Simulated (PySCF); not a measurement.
A structure optimised at PBE-D3(BJ)/def2-SVP, used in a PySCF frequency run:

```
Ni
C 1 1.7388
O 2 1.1631 1 167.30
C 1 1.7388 2 131.66 3 0.00
O 4 1.1631 1 167.30 2 0.00
```
Charge 0, spin multiplicity 1.

Question: Write its SMILES, formula and point group.

Answer: [O+]#[C-]->[Ni]<-[C-]#[O+], C2NiO2, C2v

Question: What are its rotational constants (standard atomic weights)?

Answer: 12.024, 1.9206, 1.6561 GHz
